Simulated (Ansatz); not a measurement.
Consider the ligand exchange at a B–O bond: `BO[SiH2]C#C` + `[NH2][GaH2]` → `B[NH][GaH2]` + `C#C[SiH2]O`.

Program: Ansatz. Geometries: PBE0-D4/def2-TZVP. ΔE: electronic, gas phase. CCSD(T)/CBS adds triple-zeta CCSD(T) − MP2 to the extrapolated MP2 energy (def2 sets, frozen cores). Functionals use def2-TZVPP. For Ga outer-core shells are correlated without core-valence functions, which leaves a few kJ/mol of doubt a bond. Scalar relativity is left out up to krypton. Each species was taken in one conformer, which may not be the lowest.

Task: Is it downhill or uphill in electronic energy at CCSD(T)/CBS, and by how much? (Estimate.)

Result: Computed: Uphill: ΔE = +3.9 kJ/mol.

Task: What do these levels give: BLYP-D4, B97M-V, PBE0-D4, r2SCANh, r2SCAN0, CCSD(T)/def2-SVP? (An estimate is asked.)

Result: The calculation gave: BLYP-D4 4.9, B97M-V 5.1, PBE0-D4 -0.5, r2SCANh 2.5, r2SCAN0 2.0, CCSD(T)/def2-SVP 8.2 kJ/mol.

Largest T1 diagnostic among the species: 0.014.

In def2-TZVPP, CCSD(T) changes the Hartree–Fock value by −8.0 kJ/mol (the triples alone add −1.0 kJ/mol) and MP2 by −9.4 kJ/mol. Leaving LDA and LC-ωPBE aside and taking each functional with its dispersion term where it has one, the values, not all of them listed here, spread over 7.7 kJ/mol, from revPBE-D4 to CAM-B3LYP-D4. At CCSD(T), def2-SVP lies +4.3 kJ/mol from the extrapolated value and def2-TZVPP −2.7 kJ/mol.
